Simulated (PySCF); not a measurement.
Q: Give a PBE0-D3(BJ)/def2-SVP geometry of `C[N@@H+]([GaH3-])c1ccccc1`.

A: 
```xyz
21
C7H12GaN angstrom
C     -1.6805    0.3274    1.9051
N     -1.2960   -0.3385    0.6579
Ga    -2.5835    0.3587   -0.9622
C      0.0810   -0.2477    0.2796
C      0.8026    0.9348    0.4549
C      2.1303    1.0007    0.0386
C      2.7455   -0.0995   -0.5543
C      2.0197   -1.2758   -0.7338
C      0.6939   -1.3512   -0.3190
H     -2.7173    0.0548    2.1393
H     -1.6505    1.4163    1.7718
H     -1.0180    0.0447    2.7389
H     -1.5488   -1.3243    0.7109
H     -2.1186    1.8705   -0.9645
H     -3.9654    0.0136   -0.2599
H     -2.0808   -0.6062   -2.1083
H      0.3302    1.8107    0.9004
H      2.6870    1.9301    0.1780
H      3.7865   -0.0398   -0.8782
H      2.4871   -2.1457   -1.2005
H      0.1227   -2.2711   -0.4713
```

Any rigid rotation of these coordinates is as good. Atoms count from 1 in this order. Ga3 (gallium bonded to N and 3 H) has angles from 96.6° to 119.3°. Of the pairs four or more bonds apart, H11···H17 is among the closest relative to their van der Waals radii: 2.20 Å, 92 % of the sum of Bondi's values. The C–N distances run from 1.431 Å (N2–C4, drawn single) to 1.465 Å (C1–N2, drawn single), a spread of 0.034 Å. N2 (nitrogen bonded to 2 C, Ga and H) is distorted tetrahedral (angles from 101.6° to 116.7°).

Bonds between heavy atoms (Å): C1–N2 1.465, N2–Ga3 2.184, N2–C4 1.431, C4–C5 1.396, C5–C6 1.393, C6–C7 1.393, C7–C8 1.394, C8–C9 1.391, C4–C9 1.397.

Computed, not measured: PBE0-D3(BJ)/def2-SVP geometry optimisation, gas phase in PySCF 2.14.0.

Point group: C1 (no symmetry element, even within 0.4 Å). Not checked by PBE0-D3(BJ)/def2-SVP frequencies. The numbers are those of one conformer (C1–N2–C4–C5 -40°).
